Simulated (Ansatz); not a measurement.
One change: `OC([SiH3])N[SiH3]` becomes `OC(F)[SiH3]`.

Ansatz, PBE0-D4/def2-TZVP geometries, multiplicity 1. Each molecule was computed in one conformer, which needn't be the lowest.

```tsv
property	`OC([SiH3])N[SiH3]`
HOMO energy (PBE0/def2-TZVPP) / eV	-7.06
LUMO energy (ωB97M-V/def2-TZVPP) / eV	1.69
size of the dipole moment (PBE/def2-TZVPP) / D	1.08
size of the dipole moment (ωB97M-V/def2-TZVPP) / D	1.05
HOMO energy (PBE/def2-TZVPP) / eV	-5.76
HOMO–LUMO gap (PBE0/def2-TZVPP) / eV	7.17
```

(1) What does the change do to each property? (An estimate is asked.)

## Answers

(1) Ansatz gave: 
```csv
property,`OC(F)[SiH3]`,shift
HOMO energy (PBE0/def2-TZVPP) / eV,-8.50,-1.44
LUMO energy (ωB97M-V/def2-TZVPP) / eV,2.03,0.34
size of the dipole moment (PBE/def2-TZVPP) / D,1.69,0.61
size of the dipole moment (ωB97M-V/def2-TZVPP) / D,1.75,0.70
HOMO energy (PBE/def2-TZVPP) / eV,-6.97,-1.21
HOMO–LUMO gap (PBE0/def2-TZVPP) / eV,8.98,1.81
```

With PBE0 the HOMO falls by 1.44 eV and the LUMO rises by 0.38 eV, so the gap widens by about 1.82 eV. PBE moves the HOMO by -1.21 eV and ωB97M-V by -1.48 eV. Dipoles are sizes alone; their direction can turn.
